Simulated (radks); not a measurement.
Effect of the nuclear size on neutral caesium, [Xe] 6s1. Calculated with a radial shooting solver on a logarithmic mesh with Libxc functionals: Dirac Kohn-Sham, BLYP, spin-unpolarised, spherical densities, finite nucleus; Fermi nuclear charge, rms radius 4.8041 fm. The rms radius is varied about that value; shifts are against it.

| rms radius (fm) | total energy shift (eV) | density at nucleus (e/bohr^3) | 1s1/2 shift (meV) | 2s1/2 shift (meV) | 4p1/2 shift (meV) | 5s1/2 shift (meV) | 5p1/2 shift (meV) |
|---|---|---|---|---|---|---|---|
| 3.9009 | -2.56 | 3.081e+05 | -1070 | -127 | 0.440 | -0.750 | 0.134 |
| 4.6023 | -0.610 | 2.987e+05 | -254 | -30.3 | 0.105 | -0.179 | 0.032 |
| 4.8041 | 0 | 2.963e+05 | 0.000 | 0.000 | 0.000 | 0.000 | 0.000 |
| 5.0972 | 0.923 | 2.931e+05 | 385 | 45.9 | -0.159 | 0.271 | -0.048 |
| 5.4815 | 2.20 | 2.891e+05 | 918 | 109 | -0.378 | 0.645 | -0.115 |

Slopes of the eigenvalues against <r^2> in GHz/fm^2, as finite differences over the two radii next to the reference (eigenvalue slopes, not the field-shift constants of lines): 1s1/2 32200, 2s1/2 3840, 4p1/2 -13.3, 5s1/2 22.6, 5p1/2 -4.03.
